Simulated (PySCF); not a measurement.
Isomers of C8H16Si.

All values: wB97X-D/def2-SVPD (PySCF) at PBE0-D3(BJ)/def2-SVP geometries, gas phase, one conformer each. Core orbitals are frozen in the response; Δα² is half the sum of the squared differences of the principal polarisabilities.

Question: Rank by HOMO–LUMO gap, highest first.
A. `[CH3:1][C@:2]12[CH2:3][CH2:4][C@:5]([CH2:6][SiH3:7])([CH2:8]1)[CH2:9]2` with C4–C5–C6–Si7 65°
B. `[CH2:1]=[CH:2][C@@H:3]1[CH2:4][CH2:5][Si@@H:6]1[CH2:7][CH2:8][CH3:9]` with C1–C2–C3–C4 -136°, C5–Si6–C7–C8 76°, Si6–C7–C8–C9 180°, C2–C3–C4–C5 -147°, C3–C4–C5–Si6 23°, C4–C5–Si6–C7 92°, C2–C3–Si6–C5 139°
C. `[CH2:1]=[C:2]1[CH2:3][CH2:4][CH2:5][C@@H:6]([CH2:7][SiH3:8])[CH2:9]1` with C5–C6–C7–Si8 -176°, C1–C2–C3–C4 -125°, C2–C3–C4–C5 -54°, C3–C4–C5–C6 56°, C4–C5–C6–C7 180°
D. `[CH2:1]=[CH:2][C@H:3]1[CH2:4][Si@H:5]([CH2:6][CH2:7][CH3:8])[CH2:9]1` with C1–C2–C3–C4 125°, C4–Si5–C6–C7 72°, Si5–C6–C7–C8 -179°, C2–C3–C4–Si5 98°, C3–C4–Si5–C6 134°, C4–Si5–C9–C3 -16°, C2–C3–C9–Si5 -98°
E. `[CH2:1]1[CH2:2][CH2:3][CH:4]([CH:5]2[CH2:6][SiH2:7][CH2:8]2)[CH2:9]1` with C3–C4–C5–C6 -178°, C9–C1–C2–C3 -42°, C1–C2–C3–C4 31°, C2–C3–C4–C5 115°, C4–C5–C6–Si7 -149°
F. `[CH2:1]=[C:2]([CH3:3])[C@@:4]1([CH3:5])[CH2:6][CH2:7][CH2:8][SiH2:9]1` with C1–C2–C4–C5 -121°, C2–C4–C6–C7 160°, C4–C6–C7–C8 -52°, C6–C7–C8–Si9 35°, C7–C8–Si9–C4 -11°

Answer: A (11.80 eV), E (11.62 eV), D (11.16 eV), C (10.86 eV), F (10.63 eV), B (10.40 eV).

Question: Rank by vertical ionisation energy (ΔSCF), lowest first.
A. `[CH2:1]=[CH:2][C@H:3]1[CH2:4][Si@@H:5]([CH2:6][CH2:7][CH3:8])[CH2:9]1` with C1–C2–C3–C4 122°, C4–Si5–C6–C7 165°, Si5–C6–C7–C8 180°, C2–C3–C4–Si5 148°, C3–C4–Si5–C6 -137°, C4–Si5–C9–C3 19°, C2–C3–C9–Si5 -148°
B. `[CH3:1][C@:2]12[CH2:3][CH2:4][C@:5]([CH2:6][SiH3:7])([CH2:8]1)[CH2:9]2` with C4–C5–C6–Si7 65°
C. `[CH2:1]=[CH:2][C@@H:3]1[CH2:4][CH2:5][Si@@H:6]1[CH2:7][CH2:8][CH3:9]` with C1–C2–C3–C4 -136°, C5–Si6–C7–C8 76°, Si6–C7–C8–C9 180°, C2–C3–C4–C5 -147°, C3–C4–C5–Si6 23°, C4–C5–Si6–C7 92°, C2–C3–Si6–C5 139°
D. `[CH3:1][C:2]#[C:3][SiH2:4][CH2:5][C:6]([CH3:7])([CH3:8])[CH3:9]` with C3–Si4–C5–C6 180°
E. `[CH2:1]=[CH:2][C@H:3]1[CH2:4][Si@H:5]([CH2:6][CH2:7][CH3:8])[CH2:9]1` with C1–C2–C3–C4 125°, C4–Si5–C6–C7 72°, Si5–C6–C7–C8 -179°, C2–C3–C4–Si5 98°, C3–C4–Si5–C6 134°, C4–Si5–C9–C3 -16°, C2–C3–C9–Si5 -98°
F. `[CH2:1]=[C:2]([CH3:3])[SiH:4]1[CH2:5][CH2:6][CH2:7][CH2:8][CH2:9]1` with C1–C2–Si4–C5 122°, C2–Si4–C5–C6 167°, Si4–C5–C6–C7 -55°, C5–C6–C7–C8 64°, C6–C7–C8–C9 -64°

Answer: C (8.50 eV), F (9.01 eV), A (9.14 eV), E (9.27 eV), D (9.42 eV), B (9.70 eV).

Question: Rank by mean static polarisability, lowest first.
A. `[CH2:1]=[CH:2][C@H:3]1[CH2:4][Si@H:5]([CH2:6][CH2:7][CH3:8])[CH2:9]1` with C1–C2–C3–C4 125°, C4–Si5–C6–C7 72°, Si5–C6–C7–C8 -179°, C2–C3–C4–Si5 98°, C3–C4–Si5–C6 134°, C4–Si5–C9–C3 -16°, C2–C3–C9–Si5 -98°
B. `[CH2:1]=[C:2]([CH3:3])[C@@:4]1([CH3:5])[CH2:6][CH2:7][CH2:8][SiH2:9]1` with C1–C2–C4–C5 -121°, C2–C4–C6–C7 160°, C4–C6–C7–C8 -52°, C6–C7–C8–Si9 35°, C7–C8–Si9–C4 -11°
C. `[CH2:1]=[C:2]1[CH2:3][CH2:4][CH2:5][C@@H:6]([CH2:7][SiH3:8])[CH2:9]1` with C5–C6–C7–Si8 -176°, C1–C2–C3–C4 -125°, C2–C3–C4–C5 -54°, C3–C4–C5–C6 56°, C4–C5–C6–C7 180°
D. `[CH3:1][C:2]#[C:3][SiH2:4][CH2:5][C:6]([CH3:7])([CH3:8])[CH3:9]` with C3–Si4–C5–C6 180°
E. `[CH3:1][C@:2]12[CH2:3][CH2:4][C@:5]([CH2:6][SiH3:7])([CH2:8]1)[CH2:9]2` with C4–C5–C6–Si7 65°

Answer: E (17.33 Å³), B (17.71 Å³), C (18.04 Å³), A (18.30 Å³), D (18.65 Å³).

All values together:

```json
{"SMILES": "CC#C[SiH2]CC(C)(C)C", "μ (D)": "1.33", "HOMO (eV)": "-9.29", "LUMO (eV)": "1.98", "α (Å³)": "18.65", "Δα (Å³)": "8.37", "ΔSCF removal energy (eV)": "9.42"}
{"SMILES": "C[C@]12CC[C@](C[SiH3])(C1)C2", "μ (D)": "0.90", "HOMO (eV)": "-9.71", "LUMO (eV)": "2.08", "α (Å³)": "17.33", "Δα (Å³)": "4.31", "ΔSCF removal energy (eV)": "9.70"}
{"SMILES": "C=C[C@H]1C[Si@@H](CCC)C1", "μ (D)": "0.96", "HOMO (eV)": "-9.02", "LUMO (eV)": "1.88", "α (Å³)": "18.50", "Δα (Å³)": "9.29", "ΔSCF removal energy (eV)": "9.14"}
{"SMILES": "C=C[C@@H]1CC[Si@@H]1CCC", "μ (D)": "0.91", "HOMO (eV)": "-8.45", "LUMO (eV)": "1.95", "α (Å³)": "18.35", "Δα (Å³)": "5.32", "ΔSCF removal energy (eV)": "8.50"}
{"SMILES": "C=C(C)[C@@]1(C)CCC[SiH2]1", "μ (D)": "0.66", "HOMO (eV)": "-8.57", "LUMO (eV)": "2.06", "α (Å³)": "17.71", "Δα (Å³)": "3.08", "ΔSCF removal energy (eV)": "8.57"}
{"SMILES": "C=C1CCC[C@@H](C[SiH3])C1", "μ (D)": "1.26", "HOMO (eV)": "-8.89", "LUMO (eV)": "1.97", "α (Å³)": "18.04", "Δα (Å³)": "5.21", "ΔSCF removal energy (eV)": "8.98"}
{"SMILES": "C=C[C@H]1C[Si@H](CCC)C1", "μ (D)": "1.10", "HOMO (eV)": "-9.11", "LUMO (eV)": "2.05", "α (Å³)": "18.30", "Δα (Å³)": "8.88", "ΔSCF removal energy (eV)": "9.27"}
{"SMILES": "CC[C@@H]1C[C@H](C2CC2)[SiH2]1", "μ (D)": "0.40", "HOMO (eV)": "-8.97", "LUMO (eV)": "2.02", "α (Å³)": "17.70", "Δα (Å³)": "4.95", "ΔSCF removal energy (eV)": "8.99"}
{"SMILES": "C=C(C)[SiH]1CCCCC1", "μ (D)": "0.79", "HOMO (eV)": "-8.97", "LUMO (eV)": "1.76", "α (Å³)": "17.73", "Δα (Å³)": "5.43", "ΔSCF removal energy (eV)": "9.01"}
{"SMILES": "C=C[C@@H]1CC[Si@H]1CCC", "μ (D)": "1.20", "HOMO (eV)": "-8.42", "LUMO (eV)": "2.08", "α (Å³)": "18.47", "Δα (Å³)": "5.88", "ΔSCF removal energy (eV)": "8.47"}
{"SMILES": "C1CCC(C2C[SiH2]C2)C1", "μ (D)": "0.60", "HOMO (eV)": "-9.48", "LUMO (eV)": "2.14", "α (Å³)": "17.31", "Δα (Å³)": "5.78", "ΔSCF removal energy (eV)": "9.48"}
```

Conformers: `[CH3:1][C:2]#[C:3][SiH2:4][CH2:5][C:6]([CH3:7])([CH3:8])[CH3:9]` with C3–Si4–C5–C6 180°; `[CH3:1][C@:2]12[CH2:3][CH2:4][C@:5]([CH2:6][SiH3:7])([CH2:8]1)[CH2:9]2` with C4–C5–C6–Si7 65°; `[CH2:1]=[CH:2][C@H:3]1[CH2:4][Si@@H:5]([CH2:6][CH2:7][CH3:8])[CH2:9]1` with C1–C2–C3–C4 122°, C4–Si5–C6–C7 165°, Si5–C6–C7–C8 180°, C2–C3–C4–Si5 148°, C3–C4–Si5–C6 -137°, C4–Si5–C9–C3 19°, C2–C3–C9–Si5 -148°; `[CH2:1]=[CH:2][C@@H:3]1[CH2:4][CH2:5][Si@@H:6]1[CH2:7][CH2:8][CH3:9]` with C1–C2–C3–C4 -136°, C5–Si6–C7–C8 76°, Si6–C7–C8–C9 180°, C2–C3–C4–C5 -147°, C3–C4–C5–Si6 23°, C4–C5–Si6–C7 92°, C2–C3–Si6–C5 139°; `[CH2:1]=[C:2]([CH3:3])[C@@:4]1([CH3:5])[CH2:6][CH2:7][CH2:8][SiH2:9]1` with C1–C2–C4–C5 -121°, C2–C4–C6–C7 160°, C4–C6–C7–C8 -52°, C6–C7–C8–Si9 35°, C7–C8–Si9–C4 -11°; `[CH2:1]=[C:2]1[CH2:3][CH2:4][CH2:5][C@@H:6]([CH2:7][SiH3:8])[CH2:9]1` with C5–C6–C7–Si8 -176°, C1–C2–C3–C4 -125°, C2–C3–C4–C5 -54°, C3–C4–C5–C6 56°, C4–C5–C6–C7 180°; `[CH2:1]=[CH:2][C@H:3]1[CH2:4][Si@H:5]([CH2:6][CH2:7][CH3:8])[CH2:9]1` with C1–C2–C3–C4 125°, C4–Si5–C6–C7 72°, Si5–C6–C7–C8 -179°, C2–C3–C4–Si5 98°, C3–C4–Si5–C6 134°, C4–Si5–C9–C3 -16°, C2–C3–C9–Si5 -98°; `[CH3:1][CH2:2][C@@H:3]1[CH2:4][C@H:5]([CH:6]2[CH2:7][CH2:8]2)[SiH2:9]1` with C1–C2–C3–C4 -64°, C4–C5–C6–C7 157°, C2–C3–C4–C5 -151°, C3–C4–C5–C6 151°, C5–C6–C7–C8 -110°, C4–C5–Si9–C3 -20°; `[CH2:1]=[C:2]([CH3:3])[SiH:4]1[CH2:5][CH2:6][CH2:7][CH2:8][CH2:9]1` with C1–C2–Si4–C5 122°, C2–Si4–C5–C6 167°, Si4–C5–C6–C7 -55°, C5–C6–C7–C8 64°, C6–C7–C8–C9 -64°; `[CH2:1]=[CH:2][C@@H:3]1[CH2:4][CH2:5][Si@H:6]1[CH2:7][CH2:8][CH3:9]` with C1–C2–C3–C4 -135°, C5–Si6–C7–C8 -72°, Si6–C7–C8–C9 180°, C2–C3–C4–C5 -149°, C3–C4–C5–Si6 24°, C4–C5–Si6–C7 -138°, C2–C3–Si6–C5 141°; `[CH2:1]1[CH2:2][CH2:3][CH:4]([CH:5]2[CH2:6][SiH2:7][CH2:8]2)[CH2:9]1` with C3–C4–C5–C6 -178°, C9–C1–C2–C3 -42°, C1–C2–C3–C4 31°, C2–C3–C4–C5 115°, C4–C5–C6–Si7 -149°.

Question: By how much does the ΔSCF value exceed −ε(HOMO) over the species that have both?

Answer: By -0.01 to 0.16 eV, 0.06 eV on average, over 11 species.
